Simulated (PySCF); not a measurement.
Compound: C6H6BF3.
Structure used (GFN2-xTB), in Å, numbered top down from 1:
```
atom  x, y, z in Å
C1    -2.493   -0.347   -1.055
C2    -1.429   -0.497   -0.273
C3    -0.423    0.538   -0.050
C4     0.861    0.267    0.308
C5     1.530   -0.995    0.490
C6     2.799   -1.124    0.884
F7     0.838   -2.128    0.238
B8    -0.799    2.050   -0.168
F9     0.108    2.999   -0.001
F10   -2.008    2.524   -0.391
H11   -2.687    0.560   -1.600
H12   -3.202   -1.147   -1.186
H13   -1.275   -1.441    0.227
H14    1.523    1.107    0.471
H15    3.247   -2.094    0.997
H16    3.401   -0.262    1.099
```

PySCF, density fitting, gas phase, GFN2-xTB geometry. The standard run uses grid level 2 after a coarse-grid start, the def2-universal JK fitting basis (with tight functions added where the orbital basis needs them), an energy threshold of 1e-9 Eh and DIIS. The changed runs have no coarse-grid stage.

**Question.** Standard PBE0/pcSseg-1: E = -556.046975 Eh, HOMO -6.903 eV, LUMO -2.371 eV, dipole 1.706 D, 14 cycles (coarse-grid cycles included). What changes at PBE0/pcSseg-1 with: grid level 1?

**Answer.** E = -556.046895 Eh (+0.080 mEh), HOMO -6.903 eV (0.000), LUMO -2.371 eV (0.000), dipole 1.706 D (0.000), 11 SCF cycles. Of the changed settings only the grid enters the energy expression; the total energy moves by 0.05 kcal/mol.

The cycles:
```
cycle   1  E = -555.9432113988  dE =  1.405e+00  |g| = 7.668e-01  |ddm| = 3.787e+00
cycle   2  E = -555.8604307928  dE =  8.278e-02  |g| = 1.075e+00  |ddm| = 1.189e+00
cycle   3  E = -556.0436233215  dE = -1.832e-01  |g| = 1.098e-01  |ddm| = 7.400e-01
cycle   4  E = -556.0461869513  dE = -2.564e-03  |g| = 5.148e-02  |ddm| = 1.446e-01
cycle   5  E = -556.0468239363  dE = -6.370e-04  |g| = 1.728e-02  |ddm| = 5.514e-02
cycle   6  E = -556.0468925084  dE = -6.857e-05  |g| = 3.055e-03  |ddm| = 1.506e-02
cycle   7  E = -556.0468945569  dE = -2.049e-06  |g| = 9.726e-04  |ddm| = 3.230e-03
cycle   8  E = -556.0468947715  dE = -2.146e-07  |g| = 3.320e-04  |ddm| = 1.117e-03
cycle   9  E = -556.0468947993  dE = -2.782e-08  |g| = 1.512e-04  |ddm| = 4.283e-04
cycle  10  E = -556.0468948042  dE = -4.864e-09  |g| = 3.213e-05  |ddm| = 1.401e-04
cycle  11  E = -556.0468948043  dE = -1.658e-10  |g| = 1.532e-05  |ddm| = 3.680e-05
```
